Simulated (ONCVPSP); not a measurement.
## oxygen (O) ONCV: all-electron and pseudo phase curves

O, optimised norm-conserving Vanderbilt (ONCV), made with ONCVPSP 4.0.1 (PBE, fully relativistic). Core [He], reference 2s2 2p4. Waves: 2s: rc 0.85 bohr, ncon 5, nbas 9, qcut 8.1 1/bohr, 2 projectors, debl 2.3 Ha; 2p: rc 2.20 bohr, ncon 4, nbas 8, qcut 7 1/bohr, 2 projectors, debl 1 Ha; d scattering state at 0.19 Ha: rc 2.10 bohr, ncon 4, nbas 7, qcut 5.1 1/bohr, 2 projectors, debl 2 Ha. Local part: polynomial inside 0.55 bohr (lpopt 5, dvloc0 0 Ha). Core correction: Teter function, fcfact 4.5, rcfact 1.75.

Open shells are filled in proportion to 2j + 1.

The phase is arctan(r·R′/R) of the radial function R(r), unwrapped; energies in Ha, scanned from -2 to 5 Ha. A pole is an energy at which the radial function vanishes at the test radius. The pseudo phase is shifted by a multiple of π to meet the all-electron one at the reference energy, and phase errors are pseudo minus all-electron; the curves can meet again beyond the range given. Levels narrower than the energy grid can be missing from the lists of poles.

```tsv
channel	radius (bohr)	reference energy (Ha)	poles, all-electron	poles, pseudo	unbroken range about the reference energy with phases within 0.05 rad	phase error 1 Ha above the reference energy (rad)
s	0.87	-0.88	none	none	the whole range	-0.000
p3/2	2.24	-0.33	-0.16, 2.87	-0.16, 2.73	below 3.3	+0.000
p1/2	2.24	-0.33	-0.16, 2.86	-0.16, 2.73	below 3.3	+0.000
d5/2	2.13	0.19	2.38	2.38	below 3.6	+0.001
d3/2	2.13	0.19	2.38	2.38	below 3.6	+0.001
```

Note: ghosts flagged at negative energy: d5/2 at -73.1 eV, d3/2 at -65.1 eV; no localised positive-energy state flagged. A true bound ghost makes a file unfit for plane-wave use.

Phases in the p3/2 channel:

```csv
E (Ha),all-electron,pseudo
-1.98,1.273,1.273
-1.80,1.252,1.252
-1.62,1.226,1.225
-1.44,1.192,1.192
-1.26,1.147,1.146
-1.08,1.079,1.079
-0.90,0.967,0.966
-0.72,0.730,0.729
-0.54,0.025,0.024
-0.36,-1.105,-1.105
-0.18,-1.546,-1.546
0.00,-1.749,-1.749
0.18,-1.903,-1.904
0.36,-2.074,-2.074
0.54,-2.318,-2.318
0.72,-2.722,-2.722
0.90,-3.306,-3.307
1.08,-3.818,-3.821
1.26,-4.124,-4.128
1.44,-4.302,-4.306
1.62,-4.413,-4.419
1.80,-4.490,-4.497
1.98,-4.547,-4.555
2.16,-4.592,-4.601
2.34,-4.629,-4.640
2.52,-4.660,-4.674
2.70,-4.688,-4.706
2.88,-4.714,-4.738
3.06,-4.740,-4.772
3.24,-4.765,-4.809
3.42,-4.792,-4.856
3.60,-4.822,-4.920
3.78,-4.857,-5.022
3.96,-4.900,-5.220
4.14,-4.957,-5.729
4.32,-5.040,-6.747
4.50,-5.174,-7.300
4.68,-5.426,-7.510
4.86,-5.955,-7.613
```
